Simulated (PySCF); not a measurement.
**Computed properties of C6H6O, SMILES C#C[C@@H]1CC=CO1**

C6H6O, SMILES C#C[C@@H]1CC=CO1. Geometry: B3LYP-D3(BJ)/def2-SVP. The structure was generated by enumeration; whether it is a known compound was not checked. Other conformers were not sampled. All values are computed for the isolated molecule unless a solvent is named; none is compared with measurement here.

**Structure.** All 33 harmonic modes at B3LYP-D3(BJ)/def2-SVP (PySCF) are real, so it is a minimum. With heavy atoms numbered as in [CH:1]#[C:2][C@@H:3]1[CH2:4][CH:5]=[CH:6][O:7]1, the shortest bond between them is C1–C2 at 1.210 Å and the longest C3–C4 at 1.562 Å.

**Vibrations.** The strongest infrared lines (harmonic, unscaled, degenerate partners summed) lie at 1697 cm⁻¹ (71 km/mol, C 89 %, H 10 %), 3471 cm⁻¹ (66 km/mol, H 85 %, C 15 %), 1164 cm⁻¹ (56 km/mol, H 71 %, C 18 %, O 11 %). The softest mode is at 46 cm⁻¹ and the zero-point energy is 63.8 kcal/mol.

**Electronic structure.** M06-2X/def2-TZVP (PySCF) places the frontier levels at -7.64 and 1.19 eV, a gap of 8.83 eV, and gives a dipole moment of 1.31 D and a mean polarisability of 67.0 bohr³. PBE/def2-TZVP (PySCF) at the same geometry gives -5.15 and -0.76 eV, so its gap is 4.44 eV narrower. An orbital gap is neither the optical nor the fundamental gap.

**Excitations.** TDDFT-PBE0/def2-SVPD (PySCF) has S1 at 5.45 eV (227 nm, f = 0.009, weak); the most intense of the 10 singlets computed lies at 6.43 eV (f = 0.10). T1 (TDA) is at 3.95 eV. TDDFT-PBE/def2-SVPD (PySCF) puts S1 at 4.53 eV. No vertical singlet excitation falls in the visible range (under 3.1 eV).

**NMR.** GIAO shifts at B3LYP/pcSseg-1 (PySCF) (non-relativistic, atoms alike by connectivity averaged): ¹³C from 45.2 to 157.0 ppm against TMS; ¹H from 2.5 to 6.5 ppm against TMS.

**Solvation.** SMD-B3LYP/6-31G* (PySCF) gives -2.0 kcal/mol in water, -3.8 kcal/mol in 1-octanol, -4.5 kcal/mol in methanol (1 M in both phases, gas-phase geometry); of these solvents methanol holds the molecule best.
